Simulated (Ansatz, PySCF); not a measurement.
SiBr₂, SMILES Br[Si]Br (connectivity only; charge and spin as stated), neutral, multiplicity 1. Atoms are numbered in the order given.

```xyz
3

Si     0.0000     0.0000     1.1857
Br     0.0000     1.7467    -0.2306
Br     0.0000    -1.7467    -0.2306
```
Charge 0, spin multiplicity 1.

Coordinates come from a PBE0-D3(BJ)/def2-TZVP optimisation. The isomer is the one that the SMILES or the coordinates give; other isomers of the formula were not compared.

Two levels are set side by side: PBE-D3(BJ)/def2-TZVP (Ansatz, a quantum-chemistry and plane-wave program) and PBE0-D3(BJ)/def2-TZVP (Ansatz). Each level has its own optimised geometry; the coordinates shown are those of the second. Frequencies come from the Hessian of PySCF at each geometry. Differences are taken from unrounded values.

| quantity | PBE0-D3(BJ) |
|---|---|
| mean bond length (Å) | 2.249 |
| bond Si1–Br2 (Å) | 2.249 |
| bond Si1–Br3 (Å) | 2.249 |
| highest harmonic wavenumber (cm⁻¹) | 407 |
| mean harmonic wavenumber (cm⁻¹) | 313 |
| zero-point energy (kcal/mol) | 1.34 |

What does PBE-D3(BJ) give, and how far is it from PBE0-D3(BJ)? (Estimate from the structure and the level; the computed values follow.)


| quantity | PBE-D3(BJ) | PBE-D3(BJ) minus PBE0-D3(BJ) |
|---|---|---|
| mean bond length (Å) | 2.272 | 0.023 |
| bond Si1–Br2 (Å) | 2.272 | 0.023 |
| bond Si1–Br3 (Å) | 2.272 | 0.023 |
| highest harmonic wavenumber (cm⁻¹) | 389 | -18 |
| mean harmonic wavenumber (cm⁻¹) | 298 | -15 |
| zero-point energy (kcal/mol) | 1.28 | -0.06 |

Exact exchange shortens and stiffens bonds; PBE has none. Differences between two approximate levels are no errors against the true value.
